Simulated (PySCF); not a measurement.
## Correlation energy of Hf²⁺ (hafnium, charge +2)

[Xe] 4f14 5d1 6p1, one real determinant (an excited configuration). Calculation: PySCF 2.14, in x2c-TZVPPall; the spin-free X2C one-electron Hamiltonian (Gaussian nucleus). Frozen: [Kr] 4d10 4f14; 10 electrons correlated.

```tsv
level	correlation energy (mhartree)
CCSD	-172.41
(T)	-2.78
CCSD(T)	-175.19
```

Diagnostics: T1 = 0.0069, D1 = 0.0261, largest double amplitude 0.029.

The real determinant used has ⟨L²⟩ near 8 against 12 for a pure F term, so it mixes terms. Spin-orbit coupling, absent here, splits the open shell strongly.

Cost of the coupled-cluster step: of the order of 30 core-seconds, for 10 correlated electrons.

Iterations:

```
CC2 = 0
CCSD nocc = (np.int64(6), np.int64(4)), nmo = (67, 67)
frozen orbitals [[0, 1, 2, 3, 4, 5, 6, 7, 8, 9, 10, 11, 12, 13, 14, 15, 16, 17, 18, 19, 20, 21, 22, 27, 28, 29, 30, 31, 32, 33], [0, 1, 2, 3, 4, 5, 6, 7, 8, 9, 10, 11, 12, 13, 14, 15, 16, 17, 18, 19, 20, 21, 22, 27, 28, 29, 30, 31, 32, 33]]
max_cycle = 100
direct = 0
conv_tol = 1e-08
conv_tol_normt = 1e-06
diis_space = 8
diis_start_cycle = 0
Init t2, MP2 energy = -0.161823683895682
Init E_corr(UCCSD) = -0.161823683900148
cycle = 1  E_corr(UCCSD) = -0.170062240051182  dE = -0.00823855615  norm(t1,t2) = 0.0280187
cycle = 2  E_corr(UCCSD) = -0.171797106566235  dE = -0.00173486652  norm(t1,t2) = 0.00966463
cycle = 3  E_corr(UCCSD) = -0.171798908709742  dE = -1.80214351e-06  norm(t1,t2) = 0.143364
cycle = 4  E_corr(UCCSD) = -0.172450778009988  dE = -0.0006518693  norm(t1,t2) = 0.1539
cycle = 5  E_corr(UCCSD) = -0.172378759843802  dE = 7.20181662e-05  norm(t1,t2) = 0.00185781
cycle = 6  E_corr(UCCSD) = -0.172381098420712  dE = -2.33857691e-06  norm(t1,t2) = 0.00145042
cycle = 7  E_corr(UCCSD) = -0.172428893294279  dE = -4.77948736e-05  norm(t1,t2) = 0.00108811
cycle = 8  E_corr(UCCSD) = -0.17241262950317  dE = 1.62637911e-05  norm(t1,t2) = 0.000424545
cycle = 9  E_corr(UCCSD) = -0.172413181645982  dE = -5.52142812e-07  norm(t1,t2) = 0.000139911
cycle = 10  E_corr(UCCSD) = -0.172412796691159  dE = 3.84954823e-07  norm(t1,t2) = 0.000302357
cycle = 11  E_corr(UCCSD) = -0.172413754871398  dE = -9.58180238e-07  norm(t1,t2) = 2.4929e-05
cycle = 12  E_corr(UCCSD) = -0.172413794897313  dE = -4.00259156e-08  norm(t1,t2) = 3.36679e-05
cycle = 13  E_corr(UCCSD) = -0.172413617247471  dE = 1.77649842e-07  norm(t1,t2) = 0.0017639
cycle = 14  E_corr(UCCSD) = -0.172413660544122  dE = -4.32966504e-08  norm(t1,t2) = 9.45263e-05
cycle = 15  E_corr(UCCSD) = -0.172413669748107  dE = -9.20398513e-09  norm(t1,t2) = 4.50801e-06
cycle = 16  E_corr(UCCSD) = -0.17241365706194  dE = 1.2686167e-08  norm(t1,t2) = 5.57559e-06
cycle = 17  E_corr(UCCSD) = -0.172413691232323  dE = -3.41703828e-08  norm(t1,t2) = 1.44995e-06
cycle = 18  E_corr(UCCSD) = -0.172413701501897  dE = -1.02695745e-08  norm(t1,t2) = 4.95647e-07
cycle = 19  E_corr(UCCSD) = -0.172413701247956  dE = 2.53941618e-10  norm(t1,t2) = 4.39131e-07
UCCSD converged
E(UCCSD) = -15072.67388990536  E_corr = -0.1724137012479556
UCCSD(T) correction = -0.00278314505650626
```

The reference is one real determinant that mixes LS terms of this configuration.

This basis was not built for core-valence correlation, so the inner-shell part is incomplete.
